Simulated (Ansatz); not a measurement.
Total energies of Cd13H30Se13 from Ansatz at PBE0-D4/def2-SVP, gas phase (1 Eh = 27.2114 eV = 2625.5 kJ/mol). The reference geometry is relaxed at r2SCAN-D4/def2-SVP.

```xyz
56

Cd    3.244   -1.439    1.018
Cd    2.685   -1.929   -4.713
Cd    2.890   -4.128   -2.297
Cd   -0.451   -3.391    1.388
Cd   -0.744   -3.015   -3.662
Cd    3.405    3.276   -0.848
Cd    3.301    3.101    3.183
Cd    0.355    0.035    3.673
Cd    1.471    5.321    1.627
Cd   -0.383    0.585   -0.741
Cd   -5.638   -1.132    0.219
Cd   -4.031    1.826    1.862
Cd   -4.180   -2.041    3.003
Se    3.663   -1.536   -1.722
Se    3.823    1.415    1.054
Se    3.671    1.644   -3.260
Se    0.604   -0.922    1.168
Se    0.358   -0.535   -3.095
Se    0.290   -3.974   -1.368
Se   -3.086   -2.965    0.637
Se   -3.509   -2.530   -2.843
Se    0.673    3.061   -0.428
Se    0.556    2.773    3.273
Se   -2.538    0.156    3.358
Se   -2.347    4.218    1.883
Se   -3.075    0.594   -0.430
H     4.249   -2.320    2.054
H     3.215   -0.736   -5.755
H     3.856   -5.511   -2.178
H     2.216   -3.503   -4.100
H    -0.070   -4.655    2.445
H    -0.854   -3.589   -5.255
H     4.124    4.761   -1.244
H     4.329    3.296    4.511
H     3.054    4.602    1.851
H     0.821   -0.635    5.154
H     0.270    6.469    1.446
H    -6.373   -1.334   -1.267
H    -5.621    2.411    1.953
H    -4.778   -2.991    4.267
H    -5.425   -0.856    1.937
H     5.069   -1.962   -1.606
H     5.289    1.475    1.174
H     5.101    1.413   -3.006
H     3.979    2.886   -4.001
H    -0.379    0.266   -4.086
H    -0.005   -5.409   -1.517
H    -3.517   -4.338    0.955
H    -3.763   -3.968   -2.669
H    -3.891   -2.611   -4.269
H     0.209    3.769   -1.632
H     0.548    3.096    4.710
H    -3.027    0.489    4.706
H    -2.557    4.414    3.325
H    -3.560    5.005    1.574
H    -3.514    1.596   -1.415
```

| state | geometry | energy (Eh) |
| --- | --- | --- |
| charge 0 singlet | reference | -33411.59782 |
| charge 1 doublet | reference | -33411.30351 |
| charge -1 doublet | reference | -33411.64893 |
| free Cd atom (singlet) | – | -167.73406 |
| free Se atom (triplet) | – | -2400.91098 |
| free H atom (doublet) | – | -0.50029 |

In the def2 sets Cd takes a core potential; there is no spin–orbit coupling. Single mean-field runs in def2-SVP are fitted with def2-universal-jkfit.

(1) Work out the vertical ionisation energy to the doublet.

(2) Work out the vertical electron affinity, to the doublet.

(3) Give the fundamental gap IE − EA, the Mulliken electronegativity (IE + EA)/2 and the hardness (IE − EA)/2.

(4) What is the binding energy per atom against free atoms?

(1) E(charge 1 doublet) − E(charge 0 singlet) = -33411.30351 − (-33411.59782) = 0.29431 Eh = 8.01 eV. For comparison, −ε of the highest occupied level is 6.99 eV at this level, 1.02 eV less.

(2) E(charge 0 singlet) − E(charge -1 doublet) = -33411.59782 − (-33411.64893) = 0.05111 Eh = 1.39 eV. The basis lacks diffuse functions, which makes affinities too small.

(3) From the values in Eh: IE − EA = 0.29431 − 0.05111 = 0.24320 Eh = 6.62 eV; (IE + EA)/2 = 4.70 eV; (IE − EA)/2 = 3.31 eV. The HOMO–LUMO gap of the same run is 4.80 eV, 1.82 eV smaller than the fundamental gap.

(4) Atoms: 13 × (-167.73406) + 13 × (-2400.91098) + 30 × (-0.50029) = -33407.39422 Eh. Binding: -33407.39422 − (-33411.59782) = 4.20360 Eh = 114.39 eV, or 2.04 eV for each of 56 atoms (no zero-point energy, no counterpoise term).
